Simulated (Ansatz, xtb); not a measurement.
Two isomers of C7H7ClO

Structure a: `CC1=CC(Cl)=C(C=O)C1`, a singlet. Structure b: `CC1=C/C(=C/O)C(Cl)=C1`, a singlet. Both are isolated molecules in the gas phase, relaxed with B3LYP-D3(BJ)/def2-SVP; the shapes shown needn't be the lowest conformers.

a (Å):

```xyz
16

C     2.9694    0.0144   -1.1990
C     1.8299   -0.0308   -0.2376
C     1.8861   -0.1054    1.1183
C     0.5266   -0.1251    1.6397
C    -0.3883   -0.0635    0.6256
C    -1.8395   -0.0583    0.7117
C     0.3843    0.0021   -0.6633
Cl    0.1890   -0.2155    3.3313
O    -2.5740   -0.0001   -0.2574
H     2.9243   -0.8323   -1.9056
H     2.9354    0.9333   -1.8093
H     3.9389   -0.0199   -0.6818
H     2.7801   -0.1452    1.7405
H    -2.2503   -0.1124    1.7499
H     0.1426    0.9161   -1.2355
H     0.1310   -0.8407   -1.3318
```

b (Å):

| atom | x (Å) | y (Å) | z (Å) |
| --- | --- | --- | --- |
| C | 0.6480 | -0.8476 | 1.5194 |
| C | 0.2456 | -0.0734 | 0.3036 |
| C | -0.8024 | 0.7977 | 0.1753 |
| C | -0.8169 | 1.3224 | -1.1881 |
| C | -1.7162 | 2.2160 | -1.6864 |
| C | 0.3150 | 0.6855 | -1.8563 |
| C | 0.9500 | -0.1429 | -0.9805 |
| Cl | 0.7525 | 0.9710 | -3.5261 |
| O | -1.7602 | 2.7136 | -2.9162 |
| H | -0.0224 | -0.6375 | 2.3657 |
| H | 0.6261 | -1.9349 | 1.3303 |
| H | 1.6775 | -0.6007 | 1.8318 |
| H | -1.5210 | 1.0708 | 0.9483 |
| H | -2.5185 | 2.6069 | -1.0519 |
| H | -1.0302 | 2.3408 | -3.4480 |
| H | 1.8280 | -0.7520 | -1.1935 |

Quicker runs give these differences E(b) − E(a): GFN2-xTB −0.3 kcal/mol; HF/STO-3G +7.2 kcal/mol (at GFN2-xTB geometries); r2SCAN-D4/def2-SVP +4.3 kcal/mol (at GFN2-xTB geometries).

Q: Estimate which is lower in electronic energy at CCSD(T)/def2-SVP + ΔMP2/def2-TZVPP, and by roughly how much.

A: The CCSD(T)/def2-SVP + ΔMP2/def2-TZVPP calculation puts structure a lower, by 4.7 kcal/mol.

Level by level:

| level | geometry | E(b) − E(a) (kcal/mol) | departure from the last row (kcal/mol) | job, with rough time for the two |
| --- | --- | --- | --- | --- |
| GFN2-xTB | GFN2-xTB | −0.3 | −5.0 | optimisation, 0.16 s |
| HF/STO-3G | GFN2-xTB | +7.2 | +2.5 | single point, 0.93 s |
| r2SCAN-D4/def2-SVP | GFN2-xTB | +4.3 | −0.4 | single point, 11 s |
| B3LYP-D3(BJ)/def2-SVP | B3LYP-D3(BJ)/def2-SVP | +4.4 | −0.3 | optimisation, 87 s |
| HF/def2-SVP | B3LYP-D3(BJ)/def2-SVP | +8.8 | +4.1 | part of the CCSD(T) run |
| MP2/def2-SVP | B3LYP-D3(BJ)/def2-SVP | +6.3 | +1.6 | part of the CCSD(T) run |
| CCSD(T)/def2-SVP | B3LYP-D3(BJ)/def2-SVP | +7.6 | +2.9 | single point |
| CCSD(T)/def2-SVP + ΔMP2/def2-TZVPP | B3LYP-D3(BJ)/def2-SVP | +4.7 |  | single point, 6.7 min |

As drawn, b has 1 C=C, 1 C–O, 1 O–H in place of 1 C–C, 1 C=O, 1 C–H.

GFN2-xTB finds them nearly level. The largest departure from CCSD(T)/def2-SVP + ΔMP2/def2-TZVPP is that of GFN2-xTB, 5.0 kcal/mol. The last row adds to CCSD(T) the change of the MP2 difference between the two basis sets, here −2.9 kcal/mol.

With thermal terms from frequencies at re-optimised GFN2-xTB minima (ideal gas, soft modes damped towards free rotors, one conformer each, 298.15 K, 1 atm): the zero-point term adds +0.6 kcal/mol; ΔH is +5.1 and ΔG +5.8 kcal/mol.

The correlated steps freeze 13 core orbitals. Run with Ansatz 0.2.0, xtb 6.7.1; the last row on 2 threads of Arm Neoverse V2 on a shared host.
